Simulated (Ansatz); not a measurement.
`C[SiH2]OCO` + `C=CS` → `C=CS[SiH2]C` + `OCO`  (ligand exchange at the Si–O bond)

Gas-phase electronic energies from Ansatz, PBE0-D4/def2-TZVP geometries. CBS: MP2 limit from def2 TZ/QZ plus the TZ coupled-cluster correction, frozen cores. This one scheme is used for every species. Functionals use def2-TZVPP. One conformer a species, not always the lowest.

```json
{"level": "ωB97X-V", "ΔE (kJ/mol)": "32.4"}
{"level": "r2SCAN", "ΔE (kJ/mol)": "30.3"}
{"level": "PBE0", "ΔE (kJ/mol)": "22.9"}
{"level": "MP2/def2-TZVPP", "ΔE (kJ/mol)": "28.8"}
{"level": "HF/def2-QZVPP", "ΔE (kJ/mol)": "47.2"}
{"level": "SCS-MP2/def2-QZVPP", "ΔE (kJ/mol)": "32.7"}
{"level": "HF/CBS(def2)", "ΔE (kJ/mol)": "47.4"}
{"level": "CCSD/CBS(def2)", "ΔE (kJ/mol)": "32.5"}
```

Problem. What does CCSD(T)/CBS give? (Best estimate.)

Solution. Computed: +29.5 kJ/mol. The listed levels differ from it by 2.9, 0.8, -6.6, -0.7, 17.7, 3.2, 17.9, 3.0 kJ/mol.

Largest T1 diagnostic among the species: 0.012.

The D4 term adds −3.2 kJ/mol with B3LYP and −1.8 kJ/mol with PBE0; it sums over pairs of atoms, weighted by their polarisabilities, and B3LYP, whose exchange is more repulsive, gets the larger term. In def2-TZVPP, CCSD(T) changes the Hartree–Fock value by −13.5 kJ/mol (the triples alone add −3.0 kJ/mol) and MP2 by −17.1 kJ/mol.

B3LYP here is the variant with VWN-RPA as its local correlation; programs differ in this.
